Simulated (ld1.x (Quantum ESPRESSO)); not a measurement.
Which setting gave this result? (Pr (Z = 59), TM)

Base potential:

ld1.x (Quantum ESPRESSO) 7.5 input, shortened:

```
&input
   title='Pr', zed=59., rel=1, dft='PBESOL', iswitch=3,
   config='[Xe] 4f3 5d0.5 6s1.5 6p0'
 /
 &inputp
   pseudotype=2, tm=.true., lloc=0,
   nlcc=.false.
 /
4
5P  2  1   6.00   0.00  1.75  1.75  0.0
5D  3  2   0.50   0.00  3.85  3.85  0.0
4F  4  3   3.00   0.00  0.85  0.85  0.0
5S  1  0   2.00   0.00  1.35  1.35  0.0
 &test
   configts(1)='4f3 5s2 5p6 5d0.5 6s1.5 6p0'
 /
```

Occupied shells without a wave of their own: 6s. They enter only through the test configuration that unscreens the potential.

Cutoffs, loose and tight: the cutoffs (Ry, on a coarse ladder) from which the occupation-weighted sum of valence levels, in a spherical-Bessel basis at the reference potential, stays within 10 and 1 mRy of its value at 400 Ry. They do not see the model core or the augmentation charge, which bear on the density cutoff. Test errors are all-electron minus pseudo excitation energies from the reference, over the configurations 4f3 5s2 5p6 5d0 6s2 6p0; 4f3 5s2 5p6 5d0 6s1 6p0; 4f3 5s2 5p6 5d0 6s0 6p0; 4f3 5s2 5p5 5d0 6s2 6p0; 4f3 5s2 5p6 5d0 6s0 6p1; 4f2 5s2 5p6 5d0 6s0 6p0; 4f3 5s2 5p6 5d1 6s0 6p0; variants that change the core or the reference have their own tests.

Only the scale of all radii (base = 1) is moved (4 further runs of the sweep failed or gave no value and are left out):

| scale of all radii (base = 1) | cutoff, loose | cutoff, tight | bound ghosts | largest test error (meV) | median size of the test errors |
| --- | --- | --- | --- | --- | --- |
| 1.05 | over 300 Ry | over 300 Ry | none | -6846 | 60.5 meV |
| 1.23 | 260 Ry | 300 Ry | none | -123 | 77.9 meV |
| 1.32 | 230 Ry | 260 Ry | none | -207 | 146.5 meV |
| 1.39 | 230 Ry | 260 Ry | none | -310 | 214.8 meV |

Question: One more run gave cutoff, loose: 300 Ry; cutoff, tight: over 300 Ry; bound ghosts: none; largest test error (meV): -120; median size of the test errors: 60.9 meV. Which value of the scale of all radii (base = 1) was used?

Answer: 1.16. The median size of the test errors moves one way along this sweep, from 60.5 meV at 1.05 to 214.8 meV at 1.39, which places the run between 1.05 and 1.23.
